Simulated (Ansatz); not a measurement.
Ansatz (a program for electronic structure) input (PBE-QIDH/def2-TZVPD):

Ansatz 0.2 input:
```yaml
crystal:
  periodic: [false, false, false]
  atoms:
    - {symbol: Si, position_ang: [-0.64024512, 0.77858955, 0.83913768]}
    - {symbol: Br, position_ang: [0.79302653, -0.97801025, -0.31551456]}
    - {symbol: F, position_ang: [-0.07405529, 2.07787832, -0.02444606]}
    - {symbol: F, position_ang: [-2.01399991, 0.51435556, -0.05387816]}
basis:
  gaussian:
    orbitals: def2-TZVPD
hamiltonian:
  xc: {name: PBE-QIDH}
total_charge: -1
magnetization: {spin_polarized: false}
correlation: {electrons: outside_noble_gas}
```

Output:

```
Functional definition: PBE-QIDH
integrals: 0.27 GiB planned
1137 factors; integrals over basis functions are off by at most 7.5e-4 eV
mean field: 0.90 GiB planned
mean field evaluation 1: about -83328.7287 eV, gradient 1.6e1 eV
mean field evaluation 2: about -83328.8227 eV, gradient 1.7e1 eV
mean field evaluation 4: about -83329.5319 eV, gradient 2.0e0 eV
mean field evaluation 8: about -83329.5445 eV, gradient 2.2e-1 eV
mean field evaluation 16: about -83329.5446 eV, gradient 6.9e-5 eV
mean field -83329.54463828 eV, -3062.3042826628 hartree, gradient 5.7e-6 eV, S^2 0.000000; 0 other end points of the search recorded, 0 dependent functions left out
21 core orbitals not correlated
reference -83329.54465583 eV, -3062.3042833078 hartree; 13, 13 occupied and 146, 146 virtual orbitals, 1137 factors
second order -23.85582605 eV of doubles, -0.00000000 eV of singles
Total energy: -83337.49659785 eV, -3062.5965117869 hartree
```
